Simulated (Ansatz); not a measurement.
The same molecule with X = B, Al, Ga, In. Ansatz, PBE0-D4/def2-TZVP geometries, multiplicity 1.

Elements past krypton have def2 core potentials. Scalar relativity is left out up to krypton.

```csv
X,molecule,mean X–C bond length / Å,mean X–H bond length / Å,HOMO–LUMO gap (ωB97M-V/def2-TZVPP) / eV,HOMO–LUMO gap (PBE/def2-TZVPP) / eV,size of the dipole moment (ωB97M-V/def2-TZVPP) / D
B,`BC#C`,1.501,1.193,9.95,3.50,0.95
Al,`C#[C][AlH2]`,1.906,1.580,10.09,4.20,0.54
Ga,`C#[C][GaH2]`,1.916,1.560,9.93,3.96,0.17
```

Question: Give the row for X = In, `C#[C][InH2]`. (Estimate.)

Answer: Ansatz gave: 
```
 X       molecule  mean X–C bond length / Å  mean X–H bond length / Å  HOMO–LUMO gap (ωB97M-V/def2-TZVPP) / eV  HOMO–LUMO gap (PBE/def2-TZVPP) / eV  size of the dipole moment (ωB97M-V/def2-TZVPP) / D
In  `C#[C][InH2]`                     2.097                     1.713                                     9.51                                 3.84                                                0.34
```

From B to In the mean X–C bond length rises at each step, by 0.596 Å in all; the mean X–H bond length isn't monotonic: highest at In, lowest at B; the HOMO–LUMO gap (ωB97M-V/def2-TZVPP) isn't monotonic: highest at Al, lowest at In; the HOMO–LUMO gap (PBE/def2-TZVPP) isn't monotonic: highest at Al, lowest at B. Bonds lengthen as the atom grows down the group. Dipoles are sizes alone, and their direction can turn along the series.
